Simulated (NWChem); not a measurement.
System: CH3Si cation

The following NWChem deck was run.

```
start job
memory heap 200 mb stack 900 mb global 1100 mb
charge 1
geometry units angstroms noautosym nocenter noautoz
  C     -0.082991    -0.000000     1.044646
  Si     0.339235    -0.000000    -0.619520
  H      0.016826    -0.924250     1.640100
  H      0.016826     0.924250     1.640100
  H     -0.462589     0.000000    -1.873376
end
basis spherical
  C library def2-svpd
  Si library def2-svpd
  H library def2-svpd
end
dft
  xc pbe0
  iterations 150
end
property
  response 1 0.0428
end
task dft property
```

NWChem printed, in part:

```
             Northwest Computational Chemistry Package (NWChem) 7.3.0
             --------------------------------------------------------

                             Geometry "geometry" -> ""
                             -------------------------

 Output coordinates in angstroms (scale by  1.889725989 to convert to a.u.)

  No.       Tag          Charge          X              Y              Z
 ---- ---------------- ---------- -------------- -------------- --------------
    1 C                    6.0000    -0.08299100     0.00000000     1.04464600
    2 Si                  14.0000     0.33923500     0.00000000    -0.61952000
    3 H                    1.0000     0.01682600    -0.92425000     1.64010000
    4 H                    1.0000     0.01682600     0.92425000     1.64010000
    5 H                    1.0000    -0.46258900     0.00000000    -1.87337600

 Effective nuclear repulsion energy (a.u.)      44.2911559852

                              NWChem Property Module
                              ----------------------

                                 NWChem DFT Module
                                 -----------------

 Summary of "ao basis" -> "ao basis" (spherical)
 ------------------------------------------------------------------------------
       Tag                 Description            Shells   Functions and Types
 ---------------- ------------------------------  ------  ---------------------
 C                         def2-svpd                 8       20   4s2p2d
 Si                        def2-svpd                10       24   5s3p2d
 H                         def2-svpd                 4        8   2s2p

            General Information
            -------------------
          SCF calculation type: DFT
          Wavefunction type:  closed shell.
          No. of atoms     :     5
          No. of electrons :    22
           Alpha electrons :    11
            Beta electrons :    11
          Charge           :     1
          Spin multiplicity:     1
          Use of symmetry is: off; symmetry adaption is: off
          Maximum number of iterations: 150
          AO basis - number of functions:    68
                     number of shells:    30
          Convergence on energy requested:  1.00D-06
          Convergence on density requested:  1.00D-05
          Convergence on gradient requested:  5.00D-04

              XC Information
              --------------
                         PBE0 Method XC Functional
                     Hartree-Fock (Exact) Exchange  0.250
          PerdewBurkeErnzerhof Exchange Functional  0.750
            Perdew 1991 LDA Correlation Functional  1.000 local
           PerdewBurkeErnz. Correlation Functional  1.000 non-local

             Grid Information
             ----------------
          Grid used for XC integration:  medium
          Radial quadrature: Mura-Knowles
          Angular quadrature: Lebedev.
          Tag              B.-S. Rad. Rad. Pts. Rad. Cut. Ang. Pts.
          ---              ---------- --------- --------- ---------
          C                   0.70       49          10.0       434
          Si                  1.10       88           9.0       590
          H                   0.35       45          11.0       434
          Grid pruning is: on
          Number of quadrature shells:   272
          Spatial weights used:  Erf1

      Superposition of Atomic Density Guess
      -------------------------------------

 Sum of atomic energies:        -327.86176574

 Renormalizing density from      23.00 to     22

      Non-variational initial energy
      ------------------------------

 Total energy =    -319.225331
 1-e energy   =    -516.395707
 2-e energy   =     152.879220
 HOMO         =      -0.636183
 LUMO         =      -0.441403

   convergence    iter        energy       DeltaE   RMS-Dens  Diis-err
 ---------------- ----- ----------------- --------- --------- ---------
 d= 0,ls=0.0,diis     1   -328.5739915063 -3.73D+02  2.76D-02  1.03D+00
 d= 0,ls=0.0,diis     2   -328.3828094799  1.91D-01  2.19D-02  1.52D+00
 d= 0,ls=0.0,diis     3   -328.6241569999 -2.41D-01  8.18D-03  3.50D-01
 d= 0,ls=0.0,diis     4   -328.6885284971 -6.44D-02  1.50D-03  5.11D-03
 d= 0,ls=0.0,diis     5   -328.6894342653 -9.06D-04  3.22D-04  4.14D-04
  Resetting Diis
 d= 0,ls=0.0,diis     6   -328.6894992875 -6.50D-05  8.63D-05  6.06D-05
 d= 0,ls=0.0,diis     7   -328.6895102120 -1.09D-05  8.25D-05  4.78D-06
 d= 0,ls=0.0,diis     8   -328.6895063925  3.82D-06  6.26D-05  2.57D-05
 d= 0,ls=0.0,diis     9   -328.6895110423 -4.65D-06  3.34D-06  6.44D-08
 d= 0,ls=0.0,diis    10   -328.6895110530 -1.07D-08  1.31D-06  6.43D-09

         Total DFT energy =     -328.689511053012
      One electron energy =     -535.068535460867
           Coulomb energy =      188.963564812595
    Exchange-Corr. energy =      -26.875696389897
 Nuclear repulsion energy =       44.291155985157

 Numeric. integr. density =       21.999999527170

                       DFT Final Molecular Orbital Analysis
                       ------------------------------------

 Vector    9  Occ=2.000000D+00  E=-6.800929D-01
              MO Center= -1.6D-02, -3.4D-09,  1.2D+00, r^2= 1.3D+00
   Bfn.  Coefficient  Atom+Function         Bfn.  Coefficient  Atom+Function
  ----- ------------  ---------------      ----- ------------  ---------------
     6      0.457832  1 C  py                45     -0.307881  3 H  s
    53      0.307881  4 H  s                  9      0.195354  1 C  py
    46     -0.095899  3 H  s                 54      0.095899  4 H  s
    30      0.088050  2 Si py                17     -0.065096  1 C  d -1
    27     -0.049819  2 Si py                36      0.040641  2 Si d -1

 Vector   10  Occ=2.000000D+00  E=-6.419146D-01
              MO Center= -6.2D-02,  9.9D-10, -9.3D-02, r^2= 2.6D+00
   Bfn.  Coefficient  Atom+Function         Bfn.  Coefficient  Atom+Function
  ----- ------------  ---------------      ----- ------------  ---------------
     7      0.386812  1 C  pz                31     -0.328553  2 Si pz
    61      0.300782  5 H  s                 34     -0.207257  2 Si pz
    28      0.178603  2 Si pz                45      0.158349  3 H  s
    53      0.158349  4 H  s                 10      0.142096  1 C  pz
    62      0.113655  5 H  s                  4      0.090063  1 C  s

 Vector   11  Occ=2.000000D+00  E=-5.113188D-01
              MO Center=  2.6D-01,  1.3D-10,  1.5D-01, r^2= 2.2D+00
   Bfn.  Coefficient  Atom+Function         Bfn.  Coefficient  Atom+Function
  ----- ------------  ---------------      ----- ------------  ---------------
     5      0.360461  1 C  px                29      0.334408  2 Si px
    24      0.271113  2 Si s                  8      0.252645  1 C  px
    23      0.252482  2 Si s                 32      0.251225  2 Si px
    26     -0.170017  2 Si px                 7      0.140073  1 C  pz
    22      0.132327  2 Si s                  2     -0.128163  1 C  s

 Vector   12  Occ=0.000000D+00  E=-3.511349D-01
              MO Center=  3.0D-01, -3.8D-09, -1.3D-01, r^2= 3.1D+00
   Bfn.  Coefficient  Atom+Function         Bfn.  Coefficient  Atom+Function
  ----- ------------  ---------------      ----- ------------  ---------------
     5      0.429430  1 C  px                24     -0.367926  2 Si s
     8      0.328741  1 C  px                23     -0.283588  2 Si s
    32     -0.268798  2 Si px                62      0.269761  5 H  s
    61      0.233764  5 H  s                 29     -0.227679  2 Si px
    22     -0.153189  2 Si s                 34      0.148284  2 Si pz

 Vector   13  Occ=0.000000D+00  E=-3.438162D-01
              MO Center=  3.1D-01,  3.8D-09, -5.9D-01, r^2= 2.5D+00
   Bfn.  Coefficient  Atom+Function         Bfn.  Coefficient  Atom+Function
  ----- ------------  ---------------      ----- ------------  ---------------
    33      0.625017  2 Si py                30      0.481198  2 Si py
    46      0.264425  3 H  s                 54     -0.264425  4 H  s
    27     -0.237765  2 Si py                45      0.134802  3 H  s
    53     -0.134802  4 H  s                  6     -0.077982  1 C  py
     9      0.076309  1 C  py                51      0.053718  3 H  py

 Vector   14  Occ=0.000000D+00  E=-1.931820D-01
              MO Center= -6.3D-02,  1.2D-09, -5.5D-01, r^2= 4.2D+00
   Bfn.  Coefficient  Atom+Function         Bfn.  Coefficient  Atom+Function
  ----- ------------  ---------------      ----- ------------  ---------------
     4      0.884017  1 C  s                 32     -0.383979  2 Si px
    62     -0.366078  5 H  s                  2     -0.332186  1 C  s
    24      0.278625  2 Si s                 42     -0.231001  2 Si d  0
    23      0.221335  2 Si s                 29     -0.210254  2 Si px
    10      0.206101  1 C  pz                37     -0.207035  2 Si d  0

     Multipole analysis of the density
     ---------------------------------

     L   x y z        total         alpha         beta         nuclear
     -   - - -        -----         -----         ----         -------
     0   0 0 0      1.000000    -11.000000    -11.000000     23.000000

[...]

 DFT Linear Response polarizability / au
 Frequency  =       0.0428000 / au
 Wavelength =    1064.5643224 / nm
              X              Y              Z
 -----------------------------------------------
 X      32.0685430      0.0000000     -7.5695553
 Y       0.0000000     27.7424153     -0.0000000
 Z      -7.5695685     -0.0000000     54.1679352
 -----------------------------------------------
 Eigenvalues =      29.7244364     27.7424153     56.5120419
 Isotropic   =      37.9929645
 Anisotropic =      27.8315974
 -----------------------------------------------

 Magnetic Dipole Response Matrix (nonzero elements):

 Exiting AOResponse driver routine
```

Level: PBE0/def2-SVPD. Structure relaxed at the PBE0/def2-SVP level.
